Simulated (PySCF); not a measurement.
A structure optimised at B3LYP-D3(BJ)/def2-SVP, used in a PySCF frequency run:

```
C
O 1 1.1967
O 1 1.3336 2 126.21
H 3 0.9735 1 107.72 2 0.00
C 1 1.5457 2 123.77 3 180.00
F 5 1.3267 1 110.24 2 0.00
F 5 1.3379 6 108.84 1 121.01
F 5 1.3379 6 108.84 7 117.99
```
Charge 0, spin multiplicity 1.

Write its SMILES, formula and point group.

O=C(O)C(F)(F)F, C₂HF₃O₂, Cs

What are its rotational constants (standard atomic weights)?

3.8552, 2.4924, 2.0682 GHz
